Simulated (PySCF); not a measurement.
**Computed properties of Al(H)(NCO)2 (C2HAlN2O2), SMILES O=C=[N][AlH][N]=C=O**

C2HAlN2O2, SMILES C(=[N][AlH][N]=C=O)=O. Coordinates come from a PBE0-D3(BJ)/def2-SVP optimisation. The structure was generated by enumeration; whether it is a known compound was not checked. The values are those of a single conformer. All values are computed for the isolated molecule unless a solvent is named; none is compared with measurement here.

**Structure.** The optimised structure has C2v symmetry. All 18 harmonic modes at PBE0-D3(BJ)/def2-SVP (PySCF) are real, so it is a minimum. With heavy atoms numbered as in [AlH:1]([N:3]=[C:4]=[O:5])[N:6]=[C:7]=[O:8], the shortest bond between them is C4–O5 at 1.167 Å and the longest Al1–N6 at 1.769 Å.

**Vibrations.** The strongest infrared lines (harmonic, unscaled, degenerate partners summed) lie at 2442 cm⁻¹ (2516 km/mol, C 71 %, N 17 %, O 13 %), 2478 cm⁻¹ (663 km/mol, C 70 %, N 18 %, O 13 %), 707 cm⁻¹ (494 km/mol, H 55 %, Al 35 %). The softest mode is at 40 cm⁻¹ and the zero-point energy is 22.3 kcal/mol.

**Electronic structure.** HF/def2-TZVP (PySCF) places the frontier levels at -12.21 and 1.14 eV, a gap of 13.35 eV, and gives a dipole moment of 2.19 D and a mean polarisability of 56.4 bohr³. PBE/def2-TZVP (PySCF) at the same geometry gives -7.41 and -2.44 eV, so its gap is 8.38 eV narrower. An orbital gap is neither the optical nor the fundamental gap.

**Excitations.** TDA-CAM-B3LYP/def2-SVPD (PySCF) has S1 at 6.00 eV (207 nm, f = 0.000, dark); the most intense of the 10 singlets computed lies at 6.56 eV (f = 0.16). T1 (TDA) is at 5.85 eV, 0.15 eV under S1. TDA-PBE/def2-SVPD (PySCF) puts S1 at 4.98 eV. No vertical singlet excitation falls in the visible range (under 3.1 eV).

**NMR.** GIAO shifts at B3LYP/pcSseg-1 (PySCF) (non-relativistic, atoms alike by connectivity averaged): ¹³C at 128.0 ppm against TMS; ¹H at 4.1 ppm against TMS.
